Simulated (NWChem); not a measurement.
System: C$_{5}$H$_{8}$; SMILES CC1=CCC1

Output (shortened):

```
             Northwest Computational Chemistry Package (NWChem) 7.3.0
             --------------------------------------------------------

 CS  symmetry detected

                             Geometry "geometry" -> ""
                             -------------------------

 Output coordinates in angstroms (scale by  1.889725989 to convert to a.u.)

  No.       Tag          Charge          X              Y              Z
 ---- ---------------- ---------- -------------- -------------- --------------
    1 C                    6.0000    -0.00817878    -1.97182639     0.00000000
    2 C                    6.0000     0.05907411    -0.48135279     0.00000000
    3 C                    6.0000     1.04744664     0.42898738     0.00000000
    4 C                    6.0000     0.11735260     1.62775947     0.00000000
    5 C                    6.0000    -1.04357328     0.57078436     0.00000000
    6 H                    1.0000     0.99233322    -2.41823461     0.00000000
    7 H                    1.0000    -0.54796848    -2.34570762    -0.88102821
    8 H                    1.0000    -0.54796848    -2.34570762     0.88102821
    9 H                    1.0000     2.13226021     0.34728795     0.00000000
   10 H                    1.0000     0.15542821     2.26886544    -0.88982226
   11 H                    1.0000     0.15542821     2.26886544     0.88982226
   12 H                    1.0000    -1.68612030     0.58925940    -0.88989856
   13 H                    1.0000    -1.68612030     0.58925940     0.88989856

 Effective nuclear repulsion energy (a.u.)     166.4190461030

      Symmetry information
      --------------------

 Group name             Cs
 Group number              2
 Group order               2
 No. of unique centers    10

  pbe96 is a nonlocal functional; adding pw91lda local functional.

                                 NWChem DFT Module
                                 -----------------

 Summary of "ao basis" -> "ao basis" (spherical)
 ------------------------------------------------------------------------------
       Tag                 Description            Shells   Functions and Types
 ---------------- ------------------------------  ------  ---------------------
 C                           6-31g*                  6       14   3s2p1d
 H                           6-31g*                  2        2   2s

      Symmetry analysis of basis
      --------------------------

        a'         60
        a"         26

            General Information
            -------------------
          SCF calculation type: DFT
          Wavefunction type:  closed shell.
          No. of atoms     :    13
          No. of electrons :    38
           Alpha electrons :    19
            Beta electrons :    19
          Charge           :     0
          Spin multiplicity:     1
          Use of symmetry is: on ; symmetry adaption is: on
          Maximum number of iterations: 150
          AO basis - number of functions:    86
                     number of shells:    46
          Convergence on energy requested:  1.00D-06
          Convergence on density requested:  1.00D-05
          Convergence on gradient requested:  5.00D-04

              XC Information
              --------------
                     Hartree-Fock (Exact) Exchange  1.000
                     LC-wPBE(h)Exchange Functional  1.000
            Perdew 1991 LDA Correlation Functional  1.000 local
           PerdewBurkeErnz. Correlation Functional  1.000 non-local

           Range-Separation Parameters
           ---------------------------
           Alpha           :  0.00
           Beta            :  1.00
           Gamma           :  0.40
           Short-Range HF  :     F

             Grid Information
             ----------------
          Grid used for XC integration:  medium
          Radial quadrature: Mura-Knowles
          Angular quadrature: Lebedev.
          Tag              B.-S. Rad. Rad. Pts. Rad. Cut. Ang. Pts.
          ---              ---------- --------- --------- ---------
          C                   0.70       49          11.0       434
          H                   0.35       45          12.0       434
          Grid pruning is: on
          Number of quadrature shells:   470
          Spatial weights used:  Erf1

      Superposition of Atomic Density Guess
      -------------------------------------

 Sum of atomic energies:        -192.28713105

      Non-variational initial energy
      ------------------------------

 Total energy =    -195.817543
 1-e energy   =    -586.146621
 2-e energy   =     223.910032
 HOMO         =      -0.261395
 LUMO         =       0.046096

      Symmetry analysis of molecular orbitals - initial
      -------------------------------------------------

  Numbering of irreducible representations:

     1 a'          2 a"

  Orbital symmetries:

     1 a'          2 a'          3 a'          4 a'          5 a'
     6 a'          7 a'          8 a'          9 a'         10 a'
    11 a"         12 a'         13 a'         14 a"         15 a"
    16 a'         17 a'         18 a'         19 a"         20 a"
    21 a'         22 a'         23 a'         24 a"         25 a'
    26 a'         27 a'         28 a"         29 a'

   convergence    iter        energy       DeltaE   RMS-Dens  Diis-err
 ---------------- ----- ----------------- --------- --------- ---------
 d= 0,ls=0.0,diis     1   -195.0976102800 -3.62D+02  5.69D-03  4.01D-01
 d= 0,ls=0.0,diis     2   -195.1459691866 -4.84D-02  1.80D-03  1.24D-02
 d= 0,ls=0.0,diis     3   -195.1476986463 -1.73D-03  5.95D-04  5.69D-03
 d= 0,ls=0.0,diis     4   -195.1483821407 -6.83D-04  2.33D-04  3.08D-04
 d= 0,ls=0.0,diis     5   -195.1484267267 -4.46D-05  5.16D-05  1.72D-05
  Resetting Diis
 d= 0,ls=0.0,diis     6   -195.1484291588 -2.43D-06  1.52D-05  7.92D-07
 d= 0,ls=0.0,diis     7   -195.1484293142 -1.55D-07  4.13D-06  3.28D-08

[...]
```

Level: LC-wPBE (HJS exchange hole, range parameter 0.4 per bohr)/6-31G* (spherical d), vertical spin-unrestricted ions. All runs use the structure optimised with B3LYP/6-31G* (spherical d).

Question: Which NWChem input produces such a log?

Answer: This is not unique; one that fits is the input that was run:
```
start job
memory heap 200 mb stack 900 mb global 1100 mb
geometry units angstroms noautoz
  C      0.003999    -1.972627    -0.008109
  C      0.061717    -0.481774    -0.015885
  C      1.034321     0.434528    -0.157418
  C      0.106890     1.627652    -0.021564
  C     -1.035587     0.563674     0.144696
  H      0.996648    -2.412975    -0.153182
  H     -0.655148    -2.349386    -0.802432
  H     -0.400667    -2.350147     0.941151
  H      2.108230     0.359392    -0.314164
  H      0.012279     2.269356    -0.906728
  H      0.269257     2.268597     0.854265
  H     -1.799998     0.578643    -0.643073
  H     -1.542998     0.577881     1.118071
end
basis spherical
  * library 6-31g*
end
dft
  xc xwpbe 1.00 cpbe96 1.0 hfexch 1.00
  cam 0.4 cam_alpha 0.0 cam_beta 1.0
  iterations 150
  vectors input atomic output neutral.movecs
end
task dft energy
charge 1
dft
  odft
  mult 2
  vectors input atomic output cation.movecs
end
task dft energy
```
